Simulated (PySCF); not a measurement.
C2H7Si, SMILES C[SiH2][CH2], multiplicity 2.

Coordinates come from a r2SCAN-D4/def2-SVP optimisation. The isomer is the one that the SMILES or the coordinates give; other isomers of the formula were not compared.

The numbers are results of PBE/def2-TZVPD in PySCF, not measurements.

Computed frontier levels, dipole moment and polarisability:
The α spin, highest occupied and lowest empty level is -5.49 and -0.30 eV and the β spin, highest occupied and lowest empty level is -7.68 and -3.43 eV. The dipole moment is 0.73 D and the quadrupole, principal values (traceless, Buckingham form, about the centre of nuclear charge) is -1.99, -0.14, 2.13 D·Å. The mean static polarisability is 57.7 bohr³ (8.55 Å³) and the polarisability, principal values is 50.9, 57.5, 64.7 bohr³. The ⟨S²⟩ comes out as 0.754 (pure state 0.75).
